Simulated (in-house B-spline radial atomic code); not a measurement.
Configurations of Tc⁴⁺, with energies counted from [Kr] 4d3. Method: scalar-relativistic (X2C) HSE06, spin-polarised, spherical fractional occupations, exact exchange averaged over the configuration, Fermi nucleus of rms radius 4.41117 fm. Calculated with a B-spline radial code for spherical atoms. Shells without spins written out take the highest spin.

Occupations are held fixed; configurations that lie above the ionisation limit could autoionise.

| configuration | E - E(ref) (eV) | highest orbital | its <r> (bohr) |
| --- | --- | --- | --- |
| [Kr] 4d2 4f1 | 32.546 | 4f up | 2.667 |
| [Ar] 3d10 4s2 4p5 4d4 | 37.908 | 4d up | 1.41 |
| [Ar] 3d10 4s2 4p5 4d3 5p1 | 59.718 | 5p up | 2.659 |
| [Ar] 3d10 4s2 4p5 4d3 4f1 | 71.639 | 4f up | 2.551 |
| [Ar] 3d9 4s2 4p6 4d3 5s1 | 270.73 | 5s up | 2.337 |

(1) Order these further configurations by energy, lowest first.
A. [Ar] 3d10 4s2 4p5 4d3 5f1
B. [Kr] 4d2 5p1
C. [Ar] 3d9 4s2 4p6 4d3 5f1
D. [Kr] 4d2 5s1
E. [Ar] 3d9 4s2 4p6 4d3 5p1

Answers

(1) D (12.641 eV), B (20.395 eV), A (80.808 eV), E (278.68 eV), C (300.1 eV).
